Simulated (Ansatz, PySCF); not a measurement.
The pair A = GeH4O2 (SMILES [OH][GeH2][OH]) (first 7 atoms), B = CH4 (SMILES C); geometry from B3LYP-D3(BJ)/def2-TZVP.
(charge 0, multiplicity 1):
```xyz
12

O      1.004    -0.954    -0.010
Ge    -0.477     0.022    -0.242
O     -0.304     1.595     0.583
H      1.788    -0.539    -0.383
H     -0.678     0.403    -1.715
H     -1.577    -0.841     0.386
H     -0.199     1.500     1.536
C      0.381    -0.118     3.529
H      0.553    -0.659     4.458
H      0.851     0.864     3.601
H      0.814    -0.671     2.697
H     -0.694    -0.006     3.382
```

Rows in 6-31G* carry no dispersion term and start afresh at each structure (6-31G* with six Cartesian d functions); the Pople sets are all-electron and without relativity.

Codes used: Ansatz (Gaussian orbitals); PySCF for 6-31G* rows. Each number belongs to the level named beside it.

Total energies (hartree), monomers frozen at their geometry in the pair:

```
structure                  HF/6-31G*  PBE/def2-TZVPPD   B3LYP/6-31G*
---------------------  -------------  ---------------  -------------
AB                     -2267.3495342    -2269.9618675  -2270.1606633
A in the pair's basis  -2227.1552872    -2229.4963194  -2229.6419516
B in the pair's basis    -40.1951950      -40.4643485    -40.5187565
A                      -2227.1541729    -2229.4962128  -2229.6405779
B                        -40.1950356      -40.4643010    -40.5183210
```

Problem. Work out the interaction energy without and with the counterpoise correction, and the superposition error, for each level.

Solution. 
E(AB) − E(A) − E(B), times 627.509 kcal/mol, with the monomers in their own basis and then in the pair's basis:
- HF/6-31G*: -0.20 uncorrected, 0.59 corrected; the monomers gain 0.80 kcal/mol from borrowed functions
- PBE/def2-TZVPPD: -0.85 uncorrected, -0.75 corrected; the monomers gain 0.10 kcal/mol from borrowed functions
- B3LYP/6-31G*: -1.11 uncorrected, 0.03 corrected; the monomers gain 1.14 kcal/mol from borrowed functions

Ansatz is an electronic-structure program.
